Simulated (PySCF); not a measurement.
What does the PBE0-D3(BJ)/def2-SVP structure of W(NMe)2(OH)2 (`C[N]=[W]([OH])([OH])=[N]C`) look like in three dimensions? (Singlet state.)

```
atom  x, y, z in Å
W1    -1.0070   -0.1406   -0.4665
N2    -0.7372    0.1294    1.2439
C3    -0.0715    0.4162    2.4611
H4    -0.3112    1.4356    2.8118
H5    -0.3835   -0.2861    3.2540
H6     1.0270    0.3443    2.3635
N7     0.5234   -0.1802   -1.3189
C8     1.9143   -0.1873   -1.5939
H9     2.1158   -0.6062   -2.5956
H10    2.3381    0.8323   -1.5661
H11    2.4694   -0.7988   -0.8610
O12   -2.0249    1.3438   -1.1226
H13   -1.8001    1.7974   -1.9407
O14   -1.8386   -1.8526   -0.6790
H15   -2.2469   -2.3232    0.0539
```

Orientation and origin are arbitrary. Atoms count from 1 in this order. W1 (tungsten bonded to 2 N and 2 O) is distorted tetrahedral (angles from 107.3° to 115.1°).

Bonds between heavy atoms (Å): W1–N2 1.752, W1–N7 1.752, W1–O12 1.916, W1–O14 1.915, N2–C3 1.417, N7–C8 1.418.

Computed with PBE0-D3(BJ)/def2-SVP geometry optimisation, gas phase, def2 core potentials past Kr (PySCF).

No frequency check. Torsions: N7–W1–N2–C3 8°, N2–W1–N7–C8 6°, N2–W1–O12–H 134°, N2–W1–O14–H 16°.
